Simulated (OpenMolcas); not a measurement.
**Multiconfigurational calculation on Se III**

Input:

```
&GATEWAY
Coord
1

Se 0.0 0.0 0.0
Basis=ANO-RCC-MB
Group=XYZ
NoMove
AngMom=0.0 0.0 0.0
AMFI
&SEWARD
&RASSCF
FileOrb=start.orb
Symmetry=1
Spin=3
nActEl=2 0 0
Inactive=9 6
Ras2=0 3
CIRoot=3 3 1
SDav=3
CIMx=300
Iter=120 100
PrWF=0.3
OrbListing=Nothing
MaxOrb=0
Atom
>>> COPY $Project.JobIph JOB001
&RASSCF
FileOrb=start.orb
Symmetry=1
Spin=1
nActEl=2 0 0
Inactive=9 6
Ras2=0 3
CIRoot=6 6 1
SDav=6
CIMx=300
Iter=120 100
PrWF=0.3
OrbListing=Nothing
MaxOrb=0
Atom
>>> COPY $Project.JobIph JOB002
&RASSI
NrOfJobIphs=2 3 6
1 2 3
1 2 3 4 5 6
IphNames
JOB001
JOB002
EJob
SpinOrbit
DIPRint=1.0
SOCoupling=1000.0
Subsets=2
MEES
Property=10
'ANGMOM' 1 'ANGMOM' 2 'ANGMOM' 3 'MLTPL  1' 1 'MLTPL  1' 2 'MLTPL  1' 3
'AMFI' 1 'AMFI' 2 'AMFI' 3 'MLTPL  2' 6
SOProperty=3
'ANGMOM' 1 'ANGMOM' 2 'ANGMOM' 3
```

A driver script runs the steps one by one and writes start.orb anew before each from the orbitals found so far.

Output, cut to the results:

```
--- SEWARD ---
Basis set label: SE.ANO-RCC...4S3P1D.

      Electronic valence basis set:
      ------------------
      Associated Effective Charge  34.000000 au
      Associated Actual Charge     34.000000 au
      Nuclear Model: Point charge

      Shell  nPrim  nBasis  Cartesian Spherical Contaminant
         s      20       4        X
         p      17       3        X
         d      11       1                 X
                  Relativistic Douglas-Kroll-Hess integrals:
                    - DKH order of Hamiltonian: 2
                    - DKH order of Properties : 0
                  Atomic mean-field integrals
--- RASSCF ---
Wave function specifications:
      -----------------------------

      Number of closed shell electrons          30
      Number of electrons in active shells       2
      Max number of holes in RAS1 space          0
      Max nr of electrons in RAS3 space          0
      Number of inactive orbitals               15
      Number of active orbitals                  3
      Number of secondary orbitals               0
      Spin quantum number                      1.0
      State symmetry                             1
Orbital specifications:
      -----------------------

      Symmetry species                           1   2
                                                ag  au
      Frozen orbitals                            0   0
      Inactive orbitals                          9   6
      Active orbitals                            0   3
      RAS1 orbitals                              0   0
      RAS2 orbitals                              0   3
      RAS3 orbitals                              0   0
      Secondary orbitals                         0   0
      Deleted orbitals                           0   0
      Number of basis functions                  9   9
      Number of CSFs                             3
      Number of root(s) required                 3
      Iter CI   SX   CI       RASSCF       Energy    max ROT     max BLB   max BLB  Level Ln srch  Step   QN
          iter iter root      energy       change     param      element    value   shift minimum  type update
 Nr of preliminary CI iterations:   1
      Total energies have been shifted. Add                -2000.00 au
        1   1    3    0  -426.80888542    0.00E+00  -6.57E-05    2   8 2 -4.80E-03*  0.00   0.00    SX    NO
        2   1    2    0  -426.80888638   -9.61E-07* -8.83E-07    2   8 2 -3.23E-05   0.00   0.00    SX    NO
        3   1    2    0  -426.80888638   -6.59E-11   3.89E-08    5   8 2 -3.56E-07   0.00   0.00    SX    NO
        4   1    1    0  -426.80888638    1.82E-12   0.00E+00    6   9 2 -1.51E-08   0.00   0.00    SX    NO
      Convergence after  4 iterations
        5   1    1    0  -426.80888638    0.00E+00   0.00E+00    6   9 2 -1.51E-08   0.00   0.00    SX    NO
      Natural orbitals and occupation numbers for root  1
      sym 2:   0.000000   1.000000   1.000000
      Natural orbitals and occupation numbers for root  2
      sym 2:   1.000000   0.000000   1.000000
      Natural orbitals and occupation numbers for root  3
      sym 2:   1.000000   1.000000   0.000000
::    RASSCF root number  1 Total energy:  -2426.80888638
::    RASSCF root number  2 Total energy:  -2426.80888638
::    RASSCF root number  3 Total energy:  -2426.80888638
--- RASSCF ---
Wave function specifications:
      -----------------------------

      Number of closed shell electrons          30
      Number of electrons in active shells       2
      Max number of holes in RAS1 space          0
      Max nr of electrons in RAS3 space          0
      Number of inactive orbitals               15
      Number of active orbitals                  3
      Number of secondary orbitals               0
      Spin quantum number                      0.0
      State symmetry                             1
Orbital specifications:
      -----------------------

      Symmetry species                           1   2
                                                ag  au
      Frozen orbitals                            0   0
      Inactive orbitals                          9   6
      Active orbitals                            0   3
      RAS1 orbitals                              0   0
      RAS2 orbitals                              0   3
      RAS3 orbitals                              0   0
      Secondary orbitals                         0   0
      Deleted orbitals                           0   0
...
--- RASSI ---
SPIN-FREE ENERGIES:
  (Shifted by EMIN (a.u.) =      -2426.8088863759)

 SF State       Relative EMIN(au)   Rel lowest level(eV)    D:o, cm**(-1)      L_eff

     1             0.0000000000        0.0000000000              0.0000         1.0
     2             0.0000000000        0.0000000000              0.0000         1.0
     3             0.0000000000        0.0000000000              0.0000         1.0
     4             0.0484141241        1.3174154296          10625.6720         2.0
     5             0.0484141241        1.3174154296          10625.6720         2.0
     6             0.0484141241        1.3174154296          10625.6720         2.0
     7             0.0484141241        1.3174154296          10625.6720         2.0
     8             0.0484141241        1.3174154296          10625.6720         2.0
     9             0.1210282489        3.2933464276          26562.6303         0.0
     Dipole printing threshold changed to   1.00000000E+00
Eigenvalues of complex Hamiltonian:
   -----------------------------------
  (Shifted by EMIN (a.u.) =      -2426.8088863759)

 SO State       Relative EMIN(au)   Rel lowest level(eV)    D:o, cm**(-1)     J-value

     1            -0.0084105871        0.0000000000              0.0000         0.0
     2            -0.0037655186        0.1263987539           1019.4747         0.6
     3            -0.0037655186        0.1263987539           1019.4747         0.6
     4            -0.0037655186        0.1263987539           1019.4747         1.0
     5             0.0031369027        0.3142232046           2534.3811         1.8
     6             0.0031369027        0.3142232046           2534.3811         2.0
     7             0.0031369027        0.3142232046           2534.3811         1.8
     8             0.0031369027        0.3142232046           2534.3811         1.0
     9             0.0031369027        0.3142232046           2534.3811         1.0
...
```

The J values that RASSI prints are effective ones from its own formula and need not be integers or half-integers; the table below assigns J from the states.

Levels above the lowest, from the spin-orbit matrix, grouped by J:

```json
{"Configuration": "4s² 4p²", "Term": "³P", "J": "0", "E (cm⁻¹)": "0.0", "Measured (cm⁻¹)": "0.0", "g": "", "Term weight %": "99"}
{"Configuration": "4s² 4p²", "Term": "³P", "J": "1", "E (cm⁻¹)": "1019", "Measured (cm⁻¹)": "1741", "g": "1.501", "Term weight %": "100"}
{"Configuration": "4s² 4p²", "Term": "³P", "J": "2", "E (cm⁻¹)": "2534", "Measured (cm⁻¹)": "3937", "g": "1.494", "Term weight %": "99"}
{"Configuration": "4s² 4p²", "Term": "¹D", "J": "2", "E (cm⁻¹)": "12610", "Measured (cm⁻¹)": "13032", "g": "1.007", "Term weight %": "99"}
{"Configuration": "4s² 4p²", "Term": "¹S", "J": "0", "E (cm⁻¹)": "28602", "Measured (cm⁻¹)": "", "g": "", "Term weight %": "99"}
```

Against the 3 measured excited levels shown (Moore, Atomic Energy Levels, vol. II, NSRDS-NBS 35 (1971 reprint of NBS Circular 467, 1952)) the mean absolute deviation is 850 cm-1; the largest miss in energy is 4s² 4p² ³P₂: computed 2534, measured 3937 cm⁻¹ (-35.6 %).

With the s shell closed, the reference lacks s² → p² mixing. Measured partners are found by configuration, term and J. A level has none where our copy of the source lacks it or the pairing is in doubt (some pairs that miss far off the trend of their configuration count as doubtful), and it then counts in no deviation. Only configurations of the active space appear.

The term weight is that of the spin-free term in the level, not the purity of its configuration.
